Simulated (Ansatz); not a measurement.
Cl₂H₄SSi₂, SMILES `Cl[SiH2]S[SiH2]Cl`. Total charge 0; spin multiplicity 1. The structure was optimised at the PBE0-D4/def2-TZVP level. It is one conformer, not always the lowest.

```xyz
9

Cl    0.082   -2.419    0.488
Si    0.972   -1.076   -0.781
S     1.233    0.830    0.132
Si   -0.747    1.226    0.805
Cl   -2.121    1.051   -0.707
H     2.336   -1.546   -1.099
H     0.123   -0.986   -1.986
H    -1.152    0.292    1.874
H    -0.726    2.628    1.275
```

(1) What is the dipole moment at r2SCAN/def2-TZVPP? (An estimate is asked.)

(2) And with PBE, B3LYP, ωB97M-V? (Estimate.)

(3) Give the Mulliken charges with r2SCAN, B3LYP, PBE in def2-TZVPP. (Estimate.)

Results:

(1) The calculation gave: 0.56 D, with components (0.46, 0.31, 0.05) D in this frame, pointing from negative to positive charge.

(2) The calculation gave: PBE 0.54 D, B3LYP 0.59 D, ωB97M-V 0.57 D.

(3) Ansatz gave: 
```json
{"atom": "Cl1", "r2SCAN": "-0.23", "B3LYP": "-0.23", "PBE": "-0.20"}
{"atom": "Si2", "r2SCAN": "0.49", "B3LYP": "0.45", "PBE": "0.39"}
{"atom": "S3", "r2SCAN": "-0.31", "B3LYP": "-0.29", "PBE": "-0.25"}
{"atom": "Si4", "r2SCAN": "0.49", "B3LYP": "0.45", "PBE": "0.39"}
{"atom": "Cl5", "r2SCAN": "-0.23", "B3LYP": "-0.23", "PBE": "-0.20"}
{"atom": "H6", "r2SCAN": "-0.06", "B3LYP": "-0.04", "PBE": "-0.04"}
{"atom": "H7", "r2SCAN": "-0.04", "B3LYP": "-0.03", "PBE": "-0.03"}
{"atom": "H8", "r2SCAN": "-0.04", "B3LYP": "-0.03", "PBE": "-0.03"}
{"atom": "H9", "r2SCAN": "-0.06", "B3LYP": "-0.04", "PBE": "-0.04"}
```

B3LYP here is the variant with VWN-RPA as its local correlation; programs differ in this.
